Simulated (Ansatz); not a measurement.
One change: `C[N](C)[AlH2]` becomes `C[N](C)[InH2]`.

Ansatz, PBE0-D4/def2-TZVP geometries, multiplicity 1. 

Elements past krypton have def2 core potentials.

| property | `C[N](C)[AlH2]` |
| --- | --- |
| HOMO energy (B3LYP/def2-TZVPP) / eV | -6.28 |
| LUMO energy (PBE/def2-TZVPP) / eV | -1.50 |
| LUMO energy (PBE0/def2-TZVPP) / eV | -0.76 |
| HOMO energy (PBE0/def2-TZVPP) / eV | -6.47 |
| HOMO–LUMO gap (ωB97M-V/def2-TZVPP) / eV | 9.57 |
| LUMO energy (ωB97M-V/def2-TZVPP) / eV | 0.82 |

(1) Give the same properties after the change, and the shifts. (Estimate.)

Results:

(1) Computed: 
| property | `C[N](C)[InH2]` | shift |
| --- | --- | --- |
| HOMO energy (B3LYP/def2-TZVPP) / eV | -5.79 | 0.49 |
| LUMO energy (PBE/def2-TZVPP) / eV | -1.87 | -0.37 |
| LUMO energy (PBE0/def2-TZVPP) / eV | -1.21 | -0.45 |
| HOMO energy (PBE0/def2-TZVPP) / eV | -5.94 | 0.53 |
| HOMO–LUMO gap (ωB97M-V/def2-TZVPP) / eV | 8.33 | -1.24 |
| LUMO energy (ωB97M-V/def2-TZVPP) / eV | 0.15 | -0.67 |

With PBE0 the HOMO rises by 0.53 eV and the LUMO falls by 0.45 eV, so the gap narrows by about 0.98 eV. PBE moves the HOMO by 0.46 eV and ωB97M-V by 0.57 eV.

B3LYP here is the variant with VWN-RPA as its local correlation; programs differ in this.
